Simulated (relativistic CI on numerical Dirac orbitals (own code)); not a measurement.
## Ru⁴³⁺: computed level list

Method of calculation: Dirac equation for one electron, model QED (radiative potential, 1s self-energy scaled to tabulated hydrogen-like ionisation energies) (own radial code, finite nucleus).

Configurations in the expansion: 1s, 2s, 2p, 3s, 3p, 3d, 4s, 4p, 4d, 4f, 5s, 5p, 5d, 5f, 5g, 6s, 6p, 6d. Levels of other configurations are missing.

The lowest level is 1s 2S_1/2, with 100 % of that term; Hund's rules for 1s give 2S with J = 1/2, in agreement.

```csv
No.,Configuration,Term,J,E (eV),%,Landé g,Lifetime (s)
1,1s,2S,1/2,0.0,100,1.932,
2,2p,2P°,1/2,20224.0,100,0.648,4.21e-16
3,2s,2S,1/2,20227.5,100,1.985,
4,2p,2P°,3/2,20405.8,100,1.320,4.36e-16
5,3p,2P°,1/2,24027.5,100,0.658,1.42e-15
6,3s,2S,1/2,24028.5,100,1.994,3.45e-14
7,3d,2D,3/2,24081.3,100,0.793,3.91e-15
8,3p,2P°,3/2,24081.4,100,1.328,1.42e-15
9,3d,2D,5/2,24098.4,100,1.195,4.07e-15
10,4p,2P°,1/2,25351.2,100,0.662,3.34e-15
11,4s,2S,1/2,25351.6,100,1.998,5.02e-14
12,4d,2D,3/2,25373.8,100,0.796,9.05e-15
13,4p,2P°,3/2,25373.9,100,1.331,3.32e-15
14,4f,2F°,5/2,25381.0,100,0.853,1.89e-14
15,4d,2D,5/2,25381.1,100,1.197,9.44e-15
16,4f,2F°,7/2,25384.6,100,1.140,1.92e-14
17,5p,2P°,1/2,25960.6,100,0.663,6.50e-15
18,5s,2S,1/2,25960.9,100,2.000,7.89e-14
19,5d,2D,3/2,25972.2,100,0.797,1.74e-14
20,5p,2P°,3/2,25972.2,100,1.332,6.42e-15
21,5f,2F°,5/2,25975.9,100,0.855,3.65e-14
22,5d,2D,5/2,25975.9,100,1.198,1.81e-14
23,5g,2G,7/2,25977.7,100,0.887,6.20e-14
24,5f,2F°,7/2,25977.7,100,1.141,3.70e-14
25,5g,2G,9/2,25978.8,100,1.109,6.24e-14
26,6p,2P°,1/2,26290.4,100,0.664,1.12e-14
27,6s,2S,1/2,26290.5,100,2.000,1.21e-13
28,6d,2D,3/2,26297.1,100,0.798,2.96e-14
29,6p,2P°,3/2,26297.1,100,1.333,1.10e-14
30,6d,2D,5/2,26299.2,100,1.199,3.09e-14
```

Energies count from the lowest computed level; ° marks odd parity; lifetimes are radiative, by E1, M1, E2, M2 decay to levels of this space only; some are left blank where a channel outside the calculation adds to the decay or the decay crosses a small, uncertain gap.
